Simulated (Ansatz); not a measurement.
Frontier orbitals of CH$_{5}$AlBGa.

```xyz
9

B    -0.4253   -0.1479   -0.8135
Ga   -2.5921    0.5697    0.2141
C     1.0030   -0.3085   -0.3913
Al   -0.0080    0.3733    1.3067
H    -1.2585   -1.0439   -0.7281
H    -0.8779    0.8929   -1.2787
H     1.7597    0.4236   -0.6705
H     1.4224   -1.2919   -0.1824
H     0.9767    0.5326    2.5437
```

Total charge 0; spin multiplicity 1. Correlated methods include outer-core shells of Ga, which these sets cover unevenly. Scalar relativity is left out up to krypton. The bonds changed during the relaxation, so this is another structure than the one it started from. The geometry is a stationary point of PBE0-D4/def2-TZVP. Basis def2-TZVPP, Ansatz 0.2.0.

Orbital energies of one run (eV). Highest occupied ones, from the top: -4.64, -6.60, -7.90, -8.08, -9.49, -9.77, -10.47, -12.94, -16.89, -19.65, -19.69, -19.70, -19.82, -19.83. Empty: -2.98, -2.42, -1.85, -1.13, -0.15, -0.02.

(1) Which functional gave them?
A. r2SCAN0
B. CAM-B3LYP
C. LDA (SPW92)
D. B3LYP

## Answers

(1) C. HOMO energies: LDA (SPW92) -4.64, CAM-B3LYP -6.32, B3LYP -5.11, r2SCAN0 -5.38 eV.

B3LYP here is the variant with VWN-RPA as its local correlation; programs differ in this.
